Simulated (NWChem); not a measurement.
System: AlH3O2; SMILES [OH][AlH][OH]

```xyz
6

Al    -0.3565    -0.1424    -0.2465
H     -1.5275    -0.9449    -0.9266
O     -0.1438     1.4779    -0.7004
H      0.5322     2.0648    -0.3584
O      0.6991    -0.8074     0.9104
H      0.6799    -1.7046     1.2450
```
Atoms are numbered in this order, from 1.

Level: PBE0/def2-SVP (NWChem), optimised geometry, unscaled harmonic frequencies. 

Task: List the harmonic frequencies with IR intensities, and the thermochemistry.

Result: 
| frequency (cm⁻¹) | IR intensity (km/mol) |
|---|---|
| 244 | 35.2 |
| 329 | 106.6 |
| 378 | 208.3 |
| 517 | 128.8 |
| 518 | 151.8 |
| 576 | 184.0 |
| 699 | 102.6 |
| 805 | 67.6 |
| 951 | 166.2 |
| 1999 | 136.7 |
| 3986 | 104.8 |
| 3993 | 93.8 |

```yaml
zero_point_energy: 21.4 kcal/mol
thermal correction to the enthalpy at 298.15 K (with zero-point energy): 25.1 kcal/mol
heat capacity Cv: 16.3 cal/(mol K)
entropy at 298.15 K and 1 atm (symmetry number 1): 67.9 cal/(mol K)
dipole_moment: 1.46 D
```

Rigid rotor and harmonic oscillator.
